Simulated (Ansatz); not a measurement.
Mulliken charges of C₂HCl₂Si (`C#C[Si](Cl)Cl`) radical from ωB97M-V/def2-TZVPP in Ansatz (PBE0-D4/def2-TZVP geometry).

| atom | x (Å) | y (Å) | z (Å) | charge (e) |
| --- | --- | --- | --- | --- |
| C1 | 1.324 | 0.484 | 1.111 | -0.010 |
| C2 | 0.522 | 0.095 | 0.297 | -0.315 |
| Si3 | -0.504 | -0.584 | -1.022 | 0.422 |
| Cl4 | -1.914 | -1.831 | -0.226 | -0.163 |
| Cl5 | -1.406 | 0.937 | -2.046 | -0.163 |
| H6 | 2.020 | 0.835 | 1.839 | 0.230 |

Q: By hand: the dipole of these point charges (1 e Å = 4.8032 D).

A: Σ q r = (0.615, 0.057, 0.257) e Å, of length 0.669 e Å = 3.21 D.

Q: How does the dipole of the full density compare? (An estimate is asked.)

A: Ansatz gave: (0.333, 0.050, 0.169) e Å, 1.81 D; the point charges give 1.77 times that, at 5° from its direction.

Point charges leave out the atoms' own dipoles, such as those of lone pairs, and Mulliken's split depends on the basis, so the two needn't agree.
